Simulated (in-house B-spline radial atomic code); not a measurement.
## TDHF excitations of Hf⁴⁺

Method: TDHF. Computed with a B-spline radial code for spherical atoms: linear response of the closed shell [Xe] 4f14 with bare exchange (time-dependent Hartree-Fock); scalar-relativistic (spin-free one-electron X2C), finite nucleus, no spin-orbit coupling, no double excitations, S, P, D and F terms only; shells from n = 3 respond. Only terms of natural parity with L up to 3 were computed.

Spin-orbit coupling is strong here, so these LS terms don't match observed levels.

Command:
```bash
python run_td.py task.json out
```
Settings (radii: box in bohr, nucleus in fm):
```
Z                        72
electrons                68
configuration            [Xe] 4f14
hamiltonian              x2c
method                   hf
box_radius               19.1
rms_radius               5.347
intervals                71
```

Run time, properties included: 8.3 s on 1 thread of Arm Neoverse N1, on a shared host.

The lowest states, in the order of their Tamm-Dancoff energies; the method's threshold (minus the highest occupied level) is 72.18 eV. Labels give the largest channel, * marks a mixed state, and oscillator strengths are full-response dipole values. Energies in eV:

```csv
state,full response,Tamm-Dancoff,oscillator strength
4f → 5d 3P,21.646,21.829,-
4f → 5d 3F,23.312,23.413,-
4f → 5d 1F,24.128,24.143,-
4f → 5d 1P,?,?,?
4f → 6s 3F,30.15,30.17,-
4f → 6s 1F,30.35,30.36,-
5p → 5d 3P,34.68,34.85,-
5p → 5d 3F,35.51,35.84,-
5p → 5d 1F,?,?,-
4f → 6p 3D,38.07,38.09,-
```

Question: Where does 5p → 5d 1F lie?

Answer: At 37.99 eV in full response, 38.07 eV in Tamm-Dancoff.

Question: Where does 4f → 5d 1P lie?

Answer: At 24.449 eV in full response, 24.715 eV in Tamm-Dancoff, oscillator strength 0.14.

Question: How large is the singlet-triplet splitting of 4f → 5d (F terms) in Tamm-Dancoff?

Answer: 0.73 eV, from the unrounded values.

Question: What polarisabilities and dispersion coefficient does the method give?

Answer: Dipole 3.166 bohr³, quadrupole 4.996 bohr⁵, C6 14.44 hartree·bohr⁶ for two such species.
